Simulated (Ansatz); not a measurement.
Computed with Ansatz on PBE0-D4/def2-TZVP structures; ΔE is electronic, products minus reactants. CBS: MP2 limit from def2 TZ/QZ plus the TZ coupled-cluster correction, frozen cores. DFT in def2-TZVPP. B3LYP here is the variant with VWN-RPA as its local correlation; programs differ in this. def2 core potentials past Kr. For Te outer-core shells are correlated without core-valence functions, which leaves a few kJ/mol of doubt a bond. One conformer a species, not always the lowest.

Reaction (substitution at a C–Te bond): `C[Te][SiH2]O` + `O[SiH]([SiH3])Cl` → `CO[SiH]([SiH3])Cl` + `O[SiH2][TeH]`

```
          level  ΔE (kJ/mol)
         PBE-D4         48.5
      r2SCAN-D4         47.4
          B3LYP         43.0
 MP2/def2-TZVPP         57.6
CCSD/def2-TZVPP         46.7
  HF/def2-QZVPP         34.6
   HF/CBS(def2)         34.6
 CCSD/CBS(def2)         52.8
```

Task: What does CCSD(T)/CBS give? (An estimate is asked.)

Result: The calculation gave: +54.9 kJ/mol. The listed levels differ from it by -6.4, -7.5, -11.9, 2.7, -8.2, -20.3, -20.3, -2.1 kJ/mol.

Largest T1 diagnostic among the species: 0.012.

In def2-TZVPP, CCSD(T) changes the Hartree–Fock value by +14.4 kJ/mol (the triples alone add +2.1 kJ/mol) and MP2 by +23.3 kJ/mol.
